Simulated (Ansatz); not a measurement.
`F[SiH](Cl)O[SiH2]Cl` and `O[SiH](Cl)O[SiH2]Cl` differ in one atom or group.

Ansatz, PBE0-D4/def2-TZVP geometries, multiplicity 1. Each molecule was computed in one conformer, which needn't be the lowest.

| property | `F[SiH](Cl)O[SiH2]Cl` |
| --- | --- |
| HOMO–LUMO gap (PBE0/def2-TZVPP) / eV | 9.24 |
| HOMO energy (ωB97M-V/def2-TZVPP) / eV | -11.38 |
| HOMO energy (B3LYP/def2-TZVPP) / eV | -8.90 |
| HOMO energy (PBE/def2-TZVPP) / eV | -7.74 |
| size of the dipole moment (ωB97M-V/def2-TZVPP) / D | 0.80 |
| HOMO–LUMO gap (ωB97M-V/def2-TZVPP) / eV | 13.24 |

Q: Give the same properties after the change, and the shifts. (An estimate is asked.)

A: Computed: 
```json
{"property": "HOMO–LUMO gap (PBE0/def2-TZVPP) / eV", "`O[SiH](Cl)O[SiH2]Cl`": "9.25", "shift": "0.01"}
{"property": "HOMO energy (ωB97M-V/def2-TZVPP) / eV", "`O[SiH](Cl)O[SiH2]Cl`": "-11.34", "shift": "0.04"}
{"property": "HOMO energy (B3LYP/def2-TZVPP) / eV", "`O[SiH](Cl)O[SiH2]Cl`": "-8.84", "shift": "0.06"}
{"property": "HOMO energy (PBE/def2-TZVPP) / eV", "`O[SiH](Cl)O[SiH2]Cl`": "-7.63", "shift": "0.11"}
{"property": "size of the dipole moment (ωB97M-V/def2-TZVPP) / D", "`O[SiH](Cl)O[SiH2]Cl`": "1.10", "shift": "0.30"}
{"property": "HOMO–LUMO gap (ωB97M-V/def2-TZVPP) / eV", "`O[SiH](Cl)O[SiH2]Cl`": "13.26", "shift": "0.02"}
```

Dipoles are sizes alone; their direction can turn.

B3LYP here is the variant with VWN-RPA as its local correlation; programs differ in this.

Positive LUMOs are unbound, so they and the gaps depend on the basis.
